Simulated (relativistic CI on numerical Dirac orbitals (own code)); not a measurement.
# Tb³⁺ (4f8) in a crystal field

Calculated by Dirac-Coulomb-Breit CI, KLI orbitals optimised for each configuration, a model potential for QED, valence Slater integrals scaled by 0.85, one configuration in a parametric crystal field (own radial code).

Field parameters in Wybourne normalisation; cubic f-shell fields have B⁴₄ = √(5/14) B⁴₀ and B⁶₄ = −√(7/2) B⁶₀. The field is a parameter set, without covalency.

S is read from ⟨S²⟩ = S(S + 1).

Powder χT (cm³ K mol⁻¹) by Van Vleck's formula, with temperature-independent terms:

```
                                                                       Field   2 K   5 K  10 K  20 K  50 K  100 K  200 K  300 K
D3d, B20 = -710, B40 = 100, B43 = 1190, B60 = 10, B63 = 340, B66 = -510 cm⁻¹  1.41   3.5   6.3   8.6  10.3     11   11.4   11.6
                                              Oh, B40 = -450, B60 = 380 cm⁻¹  2.23  5.42  8.52  10.2  11.2   11.6   11.7   11.7
```

Task: For D3d, B20 = -710, B40 = 100, B43 = 1190, B60 = 10, B63 = 340, B66 = -510 cm⁻¹: what effective moment follows at 300 K?

Result: μ_eff = √(8χT) = 9.62 μB. The LS value g√(J(J + 1)) of the free ion's 7F_6 level is 9.72 μB.
